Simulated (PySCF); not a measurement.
PySCF input (BP86/def2-SVP):

```python
from pyscf import gto, dft

mol = gto.M(
    atom='''
    C    -3.01134000   -0.36314900   -0.18806000
    O    -1.91370000    0.46661400    0.21245500
    B    -0.62523400    0.18616700    0.08546200
    I     0.78760700    1.64465400    0.78684600
    I     0.08729800   -1.65980900   -0.78964500
    H    -3.91894800    0.17810800    0.06500300
    H    -2.97767400   -1.31216000    0.34548900
    H    -2.96956800   -0.54757300   -1.26075400
    ''',
    basis='def2-svp',
    ecp='def2-svp',
    charge=0,
    spin=0,
    verbose=4,
)

mf = dft.RKS(mol, xc='bp86')
mf.grids.level = 3
mf.conv_tol = 1e-9
mf.max_cycle = 100
mf.max_memory = 1500
mf.kernel()
if not mf.converged:
    mf = mf.newton()
    mf.kernel(mf.make_rdm1())
mf.dip_moment()
```

Output:

```
ECP def2-svp not found for  B
ECP def2-svp not found for  C
ECP def2-svp not found for  H
ECP def2-svp not found for  O
PySCF version 2.14.0

[INPUT] verbose = 4
[INPUT] num. atoms = 8
[INPUT] num. electrons = 72
[INPUT] charge = 0
[INPUT] spin (= nelec alpha-beta = 2S) = 0
[INPUT] symmetry False subgroup None
[INPUT] Mole.unit = angstrom
[INPUT] Symbol           X                Y                Z      unit          X                Y                Z       unit  Magmom
[INPUT]  1 C     -3.011340000000  -0.363149000000  -0.188060000000 AA   -5.690607867948  -0.686252152410  -0.355381894986 Bohr   0.0
[INPUT]  2 O     -1.913700000000   0.466614000000   0.212455000000 AA   -3.616368884580   0.881772665888   0.401481763794 Bohr   0.0
[INPUT]  3 B     -0.625234000000   0.186167000000   0.085462000000 AA   -1.181521023766   0.351804643432   0.161499774058 Bohr   0.0
[INPUT]  4 I      0.787607000000   1.644654000000   0.786846000000 AA    1.488361523790   3.107945629670   1.486923442210 Bohr   0.0
[INPUT]  5 I      0.087298000000  -1.659809000000  -0.789645000000 AA    0.164969311222  -3.136584429088  -1.492212785632 Bohr   0.0
[INPUT]  6 H     -3.918948000000   0.178108000000   0.065003000000 AA   -7.405738416412   0.336575340594   0.122837867275 Bohr   0.0
[INPUT]  7 H     -2.977674000000  -1.312160000000   0.345489000000 AA   -5.626988348238  -2.479623031609   0.652879589050 Bohr   0.0
[INPUT]  8 H     -2.969568000000  -0.547573000000  -1.260754000000 AA   -5.611670228272  -1.034763003206  -2.382479770450 Bohr   0.0

nuclear repulsion = 338.69461006753
number of shells = 47
number of NR pGTOs = 215
number of NR cGTOs = 109
basis = def2-svp
ecp = def2-svp

******** <class 'pyscf.dft.rks.RKS'> ********
method = RKS
initial guess = minao
damping factor = 0
level_shift factor = 0
DIIS = <class 'pyscf.scf.diis.CDIIS'>
diis_start_cycle = 1
diis_space = 8
diis_damp = 0
SCF conv_tol = 1e-09
SCF conv_tol_grad = None
SCF max_cycles = 100
direct_scf = True
direct_scf_tol = 1e-13
XC library pyscf.dft.libxc version 7.1.2
    S. Lehtola, C. Steigemann, M. J. T. Oliveira, and M. A. L. Marques,  SoftwareX 7, 1–5 (2018)
XC functionals = bp86
    A. D. Becke,  Phys. Rev. A 38, 3098 (1988)
    J. P. Perdew,  Phys. Rev. B 33, 8822 (1986)
    J. P. Perdew,  Phys. Rev. B 34, 7406–7406 (1986)
radial grids:
    Treutler-Ahlrichs [JCP 102, 346 (1995); DOI:10.1063/1.469408] (M4) radial grids

becke partition: Becke, JCP 88, 2547 (1988); DOI:10.1063/1.454033
pruning grids: <function nwchem_prune>
grids dens level: 3
symmetrized grids: False
atomic radii adjust function: <function treutler_atomic_radii_adjust>
small_rho_cutoff = 0
Set gradient conv threshold to 3.16228e-05
Initial guess from minao.
tot grids = 115592
init E= -673.703117594107
  HOMO = -0.924029434083302  LUMO = -0.89992222198801  gap/eV = 0.65599
cycle= 1 E= -727.43193639993  delta_E= -53.7  |g|= 5.42  |ddm|= 13.4
  HOMO = -0.214042747027062  LUMO = -0.138491576256154  gap/eV = 2.05585
cycle= 2 E= -669.067106952647  delta_E= 58.4  |g|= 10.5  |ddm|= 44.5
  HOMO = 0.0256967655651508  LUMO = 0.0507908585242625  gap/eV = 0.68285
cycle= 3 E= -732.995357527283  delta_E= -63.9  |g|= 2.53  |ddm|=   45
  HOMO = -0.203520586040947  LUMO = -0.189441455562908  gap/eV = 0.38311
cycle= 4 E= -725.048198223478  delta_E= 7.95  |g|= 5.16  |ddm|= 15.7
  HOMO = -0.211474192490103  LUMO = -0.0844613189314138  gap/eV = 3.45620
cycle= 5 E= -735.44900584744  delta_E= -10.4  |g|= 0.786  |ddm|= 8.19
  HOMO = -0.161412136404188  LUMO = -0.0915084636348595  gap/eV = 1.90218
cycle= 6 E= -735.343048250828  delta_E= 0.106  |g|= 0.916  |ddm|= 1.79
  HOMO = -0.204962776007269  LUMO = -0.0394255069121989  gap/eV = 4.50450
cycle= 7 E= -735.624213242182  delta_E= -0.281  |g|= 0.217  |ddm|= 1.42
  HOMO = -0.228006388752472  LUMO = -0.0725561884384582  gap/eV = 4.23002
cycle= 8 E= -735.635047283221  delta_E= -0.0108  |g|= 0.119  |ddm|= 0.399
  HOMO = -0.226391426470673  LUMO = -0.0650425325641351  gap/eV = 4.39053
cycle= 9 E= -735.639370157925  delta_E= -0.00432  |g|= 0.0481  |ddm|= 0.257
  HOMO = -0.226616290619028  LUMO = -0.0663476908727461  gap/eV = 4.36113
cycle= 10 E= -735.640203801436  delta_E= -0.000834  |g|= 0.00557  |ddm|= 0.0909
  HOMO = -0.226489046677175  LUMO = -0.0660211369224299  gap/eV = 4.36655
cycle= 11 E= -735.640212462659  delta_E= -8.66e-06  |g|= 0.00303  |ddm|= 0.0103
  HOMO = -0.226553559993557  LUMO = -0.0660807283546916  gap/eV = 4.36669
cycle= 12 E= -735.640214152266  delta_E= -1.69e-06  |g|= 0.00142  |ddm|= 0.00369
  HOMO = -0.226603686144838  LUMO = -0.0661085276505453  gap/eV = 4.36730
cycle= 13 E= -735.640214570502  delta_E= -4.18e-07  |g|= 0.000248  |ddm|= 0.00162
  HOMO = -0.22659732885454  LUMO = -0.0661081621144533  gap/eV = 4.36713
cycle= 14 E= -735.640214590317  delta_E= -1.98e-08  |g|= 3.33e-05  |ddm|= 0.000396
  HOMO = -0.226595082415368  LUMO = -0.0661074578756669  gap/eV = 4.36709
cycle= 15 E= -735.640214590717  delta_E= -4e-10  |g|= 7.33e-06  |ddm|= 7.09e-05
  HOMO = -0.226596064881718  LUMO = -0.0661076449835107  gap/eV = 4.36711
Extra cycle  E= -735.640214590708  delta_E= 9.55e-12  |g|= 9.87e-06  |ddm|= 2.71e-05
converged SCF energy = -735.640214590708
Dipole moment(X, Y, Z, Debye): -2.55057, -0.83863, -0.41206
```

The geometry given is a B3LYP-D3(BJ)/def2-TZVP minimum.
